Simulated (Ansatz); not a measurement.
C2H5NSi can be A, `C1=NC[SiH2]1`, or B, `C#CN[SiH3]`.

Isolated molecules relaxed with PBE0-D4/def2-TZVP in Ansatz; ΔE leaves out vibrations. CBS: MP2 limit from def2 TZ/QZ plus the TZ coupled-cluster correction, frozen cores. Functionals use def2-TZVPP.

Which isomer does CCSD(T)/CBS put lower? Give the gap. (Best estimate.)

Ansatz gave: A, by 2.9 kJ/mol.

Give E(B) − E(A) in kJ/mol with PBE-D4, CCSD/def2-TZVPP, B2PLYP, r2SCAN-D4, CCSD(T)/def2-TZVPP, BLYP-D4, ωB97M-V. (Estimate.)

Ansatz gave: PBE-D4 18.9, CCSD/def2-TZVPP 0.3, B2PLYP -8.7, r2SCAN-D4 6.7, CCSD(T)/def2-TZVPP 5.7, BLYP-D4 -6.6, ωB97M-V 5.3. The order is the other way round with B2PLYP, BLYP-D4.

Does the order hold for the free energy at 298.15 K (harmonic terms from PBE0-D4)? (An estimate is asked.)

The calculation gave: No: G(B) − G(A) = -13.9 kJ/mol.

Largest T1 diagnostic: 0.013.

Leaving LDA and LC-ωPBE aside and taking each functional with its dispersion term where it has one, the values, not all of them listed here, spread over 33.0 kJ/mol, from BHLYP-D4 to revPBE-D4. At CCSD(T), def2-SVP lies +3.4 kJ/mol from the extrapolated value and def2-TZVPP +2.8 kJ/mol.
